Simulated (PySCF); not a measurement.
Ligands exchanged one at a time, Si Cl-C2H5. Isolated molecules, 0 K electronic values unless said otherwise. One relaxed conformer stands for each flexible species; it need not be the lowest. Strings in code marks are SMILES.

The T1 excitation (TDA) from two functionals at the same geometries (B3LYP-D3(BJ)/def2-SVP), both in PySCF: PBE-D3(BJ)/def2-TZVP and B3LYP-D3(BJ)/def2-TZVP. B3LYP has the VWN-RPA correlation part, as in Gaussian. Excitations are Tamm–Dancoff values on a coarser integration grid. The basis has no diffuse functions, so Rydberg states are missing or too high.

```tsv
species	B3LYP-D3(BJ)/def2-TZVP (eV)
1 of 4 Cl replaced by C2H5 (`CC[Si](Cl)(Cl)Cl`)	6.96
2 of 4 Cl replaced by C2H5	7.07
3 of 4 Cl replaced by C2H5 (`CC[Si](Cl)(CC)CC`)	7.10
4 of 4 Cl replaced by C2H5 (`CC[Si](CC)(CC)CC`)	7.06
```

Task: What does PBE-D3(BJ)/def2-TZVP give for each?

Result: 
- 1 of 4 Cl replaced by C2H5 (`CC[Si](Cl)(Cl)Cl`): 6.45
- 2 of 4 Cl replaced by C2H5: 6.48
- 3 of 4 Cl replaced by C2H5 (`CC[Si](Cl)(CC)CC`): 6.51
- 4 of 4 Cl replaced by C2H5 (`CC[Si](CC)(CC)CC`): 6.46
Over these rows, drawn at random from the members with no instability flagged (it was tested for open shells, ions and some series alone), PBE minus B3LYP-D3(BJ): mean -0.57 eV, from -0.60 eV to -0.51 eV.
